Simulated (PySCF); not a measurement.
TaF4, SMILES [F][Ta+]([F])([F])[F], charge +1, multiplicity 1. Heavy atoms are numbered as in [Ta+:1]([F:2])([F:3])([F:4])[F:5].

Geometry optimised at B3LYP-D3(BJ)/def2-SVP. The spin state was assumed, not searched. The isomer is the one that the SMILES or the coordinates give; other isomers of the formula were not compared. The def2 effective core potentials stand for the cores of Ta; spin–orbit coupling is left out.

All values below come from r2SCAN/def2-TZVP in PySCF.

ESP charges are fitted to the potential on shells at 1.4 to 2.0 van der Waals radii. Atomic charges (e), one atom of each kind:

```tsv
atom	Löwdin	ESP fit	Mulliken
Ta1	1.28	1.70	1.96
F2	-0.07	-0.18	-0.24
```
